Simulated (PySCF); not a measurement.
From one molecule to another.

First species: 4-methyl-2-pentanone, C6H12O.
Atom-mapped SMILES: `[CH3:1][C:2](=[O:3])[CH2:4][CH:5]([CH3:6])[CH3:7]` (hydrogens: H8, H9, H10 on C1; H11, H12 on C4; H13 on C5; H14, H15, H16 on C6; H17, H18, H19 on C7)

Cartesian coordinates in Å at the PBE0-D3(BJ)/def2-SVP level; atoms count from 1:
```xyz
19
C6H12O angstrom
C      2.574    1.286   -0.768
C      1.694    0.151   -0.304
O      2.159   -0.838    0.211
C      0.205    0.320   -0.529
C     -0.676   -0.654    0.243
C     -0.633   -0.374    1.742
C     -2.105   -0.630   -0.285
H      3.620    0.959   -0.803
H      2.257    1.670   -1.750
H      2.485    2.120   -0.052
H     -0.079    1.369   -0.323
H      0.053    0.195   -1.619
H     -0.253   -1.660    0.079
H     -1.250   -1.098    2.296
H     -1.022    0.634    1.966
H      0.393   -0.445    2.130
H     -2.147   -0.884   -1.356
H     -2.558    0.368   -0.161
H     -2.740   -1.349    0.255
```

Second species: BCl2(OH).
Cartesian coordinates in Å at the PBE0-D3(BJ)/def2-SVP level; atoms count from 1:
```xyz
5
BCl2HO angstrom
B      0.2550    0.1667   -0.0632
Cl     1.9762    0.3272   -0.3367
Cl    -0.7862    1.5911   -0.1467
O     -0.2450   -1.0451    0.2064
H     -1.2000   -1.0399    0.3402
```

Levels: wB97X-D/def2-SVPD for HOMO energy, LUMO energy, HOMO–LUMO gap and static isotropic polarisability; TDDFT wB97X-D/def2-SVPD for lowest singlet excitation; TDA wB97X-D/def2-SVPD for lowest triplet excitation (Tamm–Dancoff). Geometries: PBE0-D3(BJ)/def2-SVP. All species are isolated and taken at one optimised geometry, non-relativistic unless stated; the electronic structure was computed with PySCF and density fitting.

The conformers computed, where there is a choice (atom-mapped SMILES and torsion angles):
- `[CH3:1][C:2](=[O:3])[CH2:4][CH:5]([CH3:6])[CH3:7]`: C1–C2–C4–C5 -165°, C2–C4–C5–C6 69°

Values for the first species:

- HOMO energy: -9.16 eV
- LUMO energy: 1.42 eV
- HOMO–LUMO gap: 10.58 eV
- Lowest singlet excitation: 4.52 eV
- Lowest triplet excitation (Tamm–Dancoff): 3.99 eV
- Static isotropic polarisability: 76.6 au

**Question.** Estimate the same properties for the second species, and the change in each.

**Answer.** 
```tsv
property	first	second	second less first
HOMO energy	-9.16 eV	-11.07 eV	-1.91 eV
LUMO energy	1.42 eV	1.21 eV	-0.21 eV
HOMO–LUMO gap	10.58 eV	12.28 eV	+1.70 eV
lowest singlet excitation	4.52 eV	7.16 eV	+2.64 eV
lowest triplet excitation (Tamm–Dancoff)	3.99 eV	7.02 eV	+3.03 eV
static isotropic polarisability	76.6 au	45.0 au	-31.6 au
```

On the first: No computed singlet falls in the visible range (750 to 380 nm, 1.65 to 3.26 eV); S1 lies 1.26 eV above its blue end. The polarisability is 11.34 Å³ as a volume (1 au = 0.148185 Å³), or 1.37 au for each of the 56 electrons.

On the second: S1 lies 5.12 eV below the HOMO–LUMO gap; its leading configuration is HOMO→LUMO+1, weight 0.99. The polarisability is 6.66 Å³ as a volume (1 au = 0.148185 Å³), or 0.94 au for each of the 48 electrons.
